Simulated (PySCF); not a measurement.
SMILES [SiH3]O/C=C\C(C)C (C₅H₁₂OSi) (GFN2-xTB optimised geometry):

```
19

C      1.521    -2.228    -0.913
C      1.077    -1.349     0.257
C      1.526    -1.962     1.585
C      1.651     0.030     0.110
C      0.933     1.139     0.000
O     -0.419     1.139     0.000
Si    -1.515     2.335     0.000
H      2.606    -2.312    -0.933
H      1.190    -1.801    -1.857
H      1.099    -3.226    -0.818
H     -0.014    -1.271     0.251
H      1.103    -2.957     1.705
H      1.200    -1.344     2.419
H      2.611    -2.041     1.618
H      2.727     0.107     0.096
H      1.404     2.110    -0.101
H     -2.727     1.538    -0.081
H     -1.319     3.226    -1.147
H     -1.413     3.132     1.226
```

Calculation: PBE0/def2-SVP (PySCF 2.14.0).

Task: What are the frontier orbital energies and the dipole moment?

Result: HOMO-2 -9.21 eV, HOMO-1 -8.71 eV, HOMO -6.47 eV, LUMO 0.57 eV, LUMO+1 0.93 eV; dipole moment 0.80 D.

Meta-Löwdin charges at PBE0/def2-SVP: C1 -0.30, C2 -0.05, C3 -0.30, C4 -0.16, C5 0.08, O6 -0.56, Si7 0.75, H8 0.09, H9 0.10, H10 0.10, H11 0.10, H12 0.10, H13 0.10, H14 0.09, H15 0.10, H16 0.09, H17 -0.10, H18 -0.12, H19 -0.12.
